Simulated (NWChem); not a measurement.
System: C2H6FIn; SMILES [CH3][In]([CH3])[F]

Input file for NWChem:

```
start job
memory heap 200 mb stack 900 mb global 1100 mb
geometry units angstroms noautoz
  In     0.000000     0.000000     0.034179
  F      0.000000     0.000000     2.018464
  C     -2.022460    -0.000717    -0.685759
  H     -2.199388    -0.875160    -1.328642
  H     -2.215567     0.908239    -1.274015
  H     -2.705193    -0.032241     0.173881
  C      2.022460     0.000717    -0.685759
  H      2.199388     0.875160    -1.328642
  H      2.215567    -0.908239    -1.274015
  H      2.705193     0.032241     0.173881
end
basis spherical
  * library def2-svp
end
ecp
  In library def2-ecp
end
dft
  xc pbe0
  iterations 150
  vectors input atomic output neutral.movecs
end
task dft energy
charge 1
dft
  odft
  mult 2
  vectors input atomic output cation.movecs
end
task dft energy
```

Output (shortened):

```
             Northwest Computational Chemistry Package (NWChem) 7.3.0
             --------------------------------------------------------

 C2  symmetry detected

                             Geometry "geometry" -> ""
                             -------------------------

 Output coordinates in angstroms (scale by  1.889725989 to convert to a.u.)

  No.       Tag          Charge          X              Y              Z
 ---- ---------------- ---------- -------------- -------------- --------------
    1 In                  49.0000     0.00000000     0.00000000    -0.05469320
    2 F                    9.0000     0.00000000     0.00000000     1.92959180
    3 C                    6.0000    -2.02246012    -0.00018011    -0.77463120
    4 H                    1.0000    -2.19962025    -0.87457611    -1.41751420
    5 H                    1.0000    -2.21532582     0.90882712    -1.36288720
    6 H                    1.0000    -2.70520146    -0.03152286     0.08500880
    7 C                    6.0000     2.02246012     0.00018011    -0.77463120
    8 H                    1.0000     2.19962025     0.87457611    -1.41751420
    9 H                    1.0000     2.21532582    -0.90882712    -1.36288720
   10 H                    1.0000     2.70520146     0.03152286     0.08500880

 Effective nuclear repulsion energy (a.u.)     373.1903722925

      Symmetry information
      --------------------

 Group name             C2
 Group number              4
 Group order               2
 No. of unique centers     6

                                 NWChem DFT Module
                                 -----------------

 Summary of "ao basis" -> "ao basis" (spherical)
 ------------------------------------------------------------------------------
       Tag                 Description            Shells   Functions and Types
 ---------------- ------------------------------  ------  ---------------------
 In                         def2-svp                10       26   4s4p2d
 F                          def2-svp                 6       14   3s2p1d
 C                          def2-svp                 6       14   3s2p1d
 H                          def2-svp                 3        5   2s1p

      Symmetry analysis of basis
      --------------------------

        a          51
        b          47

            General Information
            -------------------
          SCF calculation type: DFT
          Wavefunction type:  closed shell.
          No. of atoms     :    10
          No. of electrons :    48
           Alpha electrons :    24
            Beta electrons :    24
          Charge           :     0
          Spin multiplicity:     1
          Use of symmetry is: on ; symmetry adaption is: on
          Maximum number of iterations: 150
          AO basis - number of functions:    98
                     number of shells:    46
          Convergence on energy requested:  1.00D-06
          Convergence on density requested:  1.00D-05
          Convergence on gradient requested:  5.00D-04

              XC Information
              --------------
                         PBE0 Method XC Functional
                     Hartree-Fock (Exact) Exchange  0.250
          PerdewBurkeErnzerhof Exchange Functional  0.750
            Perdew 1991 LDA Correlation Functional  1.000 local
           PerdewBurkeErnz. Correlation Functional  1.000 non-local

             Grid Information
             ----------------
          Grid used for XC integration:  medium
          Radial quadrature: Mura-Knowles
          Angular quadrature: Lebedev.
          Tag              B.-S. Rad. Rad. Pts. Rad. Cut. Ang. Pts.
          ---              ---------- --------- --------- ---------
          In                  1.55      123           9.0       590
          F                   0.50       49          11.0       434
          C                   0.70       49          12.0       434
          H                   0.35       45          13.0       434
          Grid pruning is: on
          Number of quadrature shells:   356
          Spatial weights used:  Erf1

      Superposition of Atomic Density Guess
      -------------------------------------

 Sum of atomic energies:        -395.58810837

      Non-variational initial energy
      ------------------------------

 Total energy =    -367.938696
 1-e energy   =    -956.458858
 2-e energy   =     398.006799
 HOMO         =      -0.314832
 LUMO         =      -0.020873

      Symmetry analysis of molecular orbitals - initial
      -------------------------------------------------

  Numbering of irreducible representations:

     1 a           2 b

  Orbital symmetries:

     1 a           2 a           3 b           4 a           5 b
     6 a           7 b           8 a           9 a          10 b
    11 a          12 b          13 a          14 b          15 a
    16 a          17 b          18 b          19 a          20 b
    21 b          22 a          23 a          24 b          25 a
    26 b          27 a          28 b          29 a          30 b
    31 a          32 b          33 a          34 b

   convergence    iter        energy       DeltaE   RMS-Dens  Diis-err
 ---------------- ----- ----------------- --------- --------- ---------
 d= 0,ls=0.0,diis     1   -369.3903246224 -5.60D+02  1.87D-02  7.23D-01
 d= 0,ls=0.0,diis     2   -369.1048529139  2.85D-01  1.16D-02  4.02D+00
 d= 0,ls=0.0,diis     3   -369.4807217561 -3.76D-01  1.35D-03  1.19D-02
 d= 0,ls=0.0,diis     4   -369.4811821345 -4.60D-04  6.54D-04  8.16D-03
 d= 0,ls=0.0,diis     5   -369.4822853698 -1.10D-03  5.28D-05  4.71D-05
  Resetting Diis
 d= 0,ls=0.0,diis     6   -369.4822903975 -5.03D-06  1.33D-05  1.16D-06
 d= 0,ls=0.0,diis     7   -369.4822905347 -1.37D-07  4.57D-06  8.08D-08

         Total DFT energy =     -369.482290534721
      One electron energy =     -960.718104225518
           Coulomb energy =      440.822716473748
    Exchange-Corr. energy =      -40.100265650253
 Nuclear repulsion energy =      190.513362867302

 Numeric. integr. density =       48.000015073491

                  Occupations of the irreducible representations
                  ----------------------------------------------

                     irrep           alpha         beta
                     --------     --------     --------
                     a                13.0         13.0
                     b                11.0         11.0

                       DFT Final Molecular Orbital Analysis
                       ------------------------------------

 Vector   22  Occ=2.000000D+00  E=-3.319928D-01  Symmetry=b
              MO Center=  1.0D-12, -5.0D-14,  1.8D+00, r^2= 7.3D-01
   Bfn.  Coefficient  Atom+Function         Bfn.  Coefficient  Atom+Function
  ----- ------------  ---------------      ----- ------------  ---------------
    31      0.637881   2 F  py               34     -0.462527   2 F  py
    18      0.100315   1 In d -1             12     -0.095365   1 In py
    15     -0.082085   1 In py               23     -0.052436   1 In d -1
     9      0.028912   1 In py                6      0.027230   1 In py
    61      0.026084   5 H  s                90     -0.026084   9 H  s

 Vector   23  Occ=2.000000D+00  E=-3.217661D-01  Symmetry=a
              MO Center= -5.5D-15,  6.3D-15,  6.2D-01, r^2= 3.8D+00
   Bfn.  Coefficient  Atom+Function         Bfn.  Coefficient  Atom+Function
  ----- ------------  ---------------      ----- ------------  ---------------
    32      0.478844   2 F  pz               35     -0.331193   2 F  pz
    13      0.272859   1 In pz                3     -0.197725   1 In s
    19     -0.175490   1 In d  0             44     -0.167427   3 C  px
    73      0.167427   7 C  px                4     -0.165387   1 In s
     1      0.152112   1 In s                46     -0.110433   3 C  pz

 Vector   24  Occ=2.000000D+00  E=-2.801307D-01  Symmetry=b
              MO Center=  9.6D-16, -1.0D-16, -2.7D-01, r^2= 4.6D+00
   Bfn.  Coefficient  Atom+Function         Bfn.  Coefficient  Atom+Function
  ----- ------------  ---------------      ----- ------------  ---------------
    44     -0.312263   3 C  px               73     -0.312263   7 C  px
    11      0.286467   1 In px               30      0.257516   2 F  px
    47     -0.211154   3 C  px               76     -0.211154   7 C  px
    33     -0.188782   2 F  px               20     -0.150998   1 In d  1
    43     -0.116031   3 C  s                72      0.116031   7 C  s

 Vector   25  Occ=0.000000D+00  E=-3.271895D-02  Symmetry=b
              MO Center=  3.5D-16,  5.2D-15, -4.8D-02, r^2= 4.5D+00
   Bfn.  Coefficient  Atom+Function         Bfn.  Coefficient  Atom+Function
  ----- ------------  ---------------      ----- ------------  ---------------
    15      0.652192   1 In py               12      0.534731   1 In py
    31      0.160505   2 F  py                9     -0.148967   1 In py
    34     -0.147653   2 F  py                6     -0.138119   1 In py
    61     -0.129417   5 H  s                90      0.129417   9 H  s
    56      0.125601   4 H  s                85     -0.125601   8 H  s

 Vector   26  Occ=0.000000D+00  E=-7.539765D-03  Symmetry=a
              MO Center= -4.4D-14, -1.4D-14, -4.8D-01, r^2= 5.5D+00
   Bfn.  Coefficient  Atom+Function         Bfn.  Coefficient  Atom+Function
  ----- ------------  ---------------      ----- ------------  ---------------
     4      1.171142   1 In s                43     -0.919605   3 C  s
    72     -0.919605   7 C  s                47     -0.303708   3 C  px
    76      0.303708   7 C  px                3      0.257486   1 In s
    61      0.250446   5 H  s                90      0.250446   9 H  s
    56      0.247389   4 H  s                85      0.247389   8 H  s

[...]
```

Level: PBE0/def2-SVP with def2 effective core potentials on In, vertical spin-unrestricted ions. Structure relaxed at the PBE0/def2-SVP level. No frequency run checked for a minimum. def2 effective core potentials on In; no spin-orbit coupling.
